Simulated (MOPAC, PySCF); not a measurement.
H8GaNSi2, SMILES `[NH2][Ga]([SiH3])[SiH3]`, neutral singlet in the gas phase. 

Z-matrix (Å, degrees):
```
Ga
N 1 1.8211
H 2 1.0081 1 124.18
H 2 1.0083 3 111.56 1 -179.99
Si 1 2.4018 2 115.13 3 0.08
H 5 1.4894 1 111.02 2 -121.92
H 5 1.4897 6 107.08 1 121.24
H 5 1.4900 6 107.74 7 115.62
Si 1 2.4018 2 115.15 3 -179.93
H 9 1.4895 1 110.94 2 120.98
H 9 1.4896 10 107.09 1 -121.24
H 9 1.4900 10 107.73 11 -115.63
```
Charge 0, multiplicity 1.

All levels are single points at this geometry (r2SCAN-D4/def2-TZVP); Pople sets use spherical d functions. Orbital energies aren't observables, and empty levels follow the basis.

| level | HOMO (eV) | LUMO (eV) | gap (eV) | dipole (D) | vertical IE, Delta-SCF (eV) |
|---|---|---|---|---|---|
| r2SCAN-D4/def2-TZVP in PySCF | -6.38 | -2.07 | 4.31 | 1.39 | 8.84 |
| B3LYP/6-311+G** (LANL2DZ on Ga) in PySCF | -7.10 | -1.61 | 5.49 | 1.07 | – |
| B3LYP/LANL2DZ in PySCF | -7.09 | -1.31 | 5.78 | 1.43 | – |
| M06-2X/6-31G* in PySCF | -8.00 | -0.58 | 7.42 | 1.46 | – |
| HF/STO-3G in PySCF | -6.48 | 5.56 | 12.04 | 1.03 | – |
| PM7 in MOPAC | -9.17 | 0.84 | 10.02 | 0.62 | – |
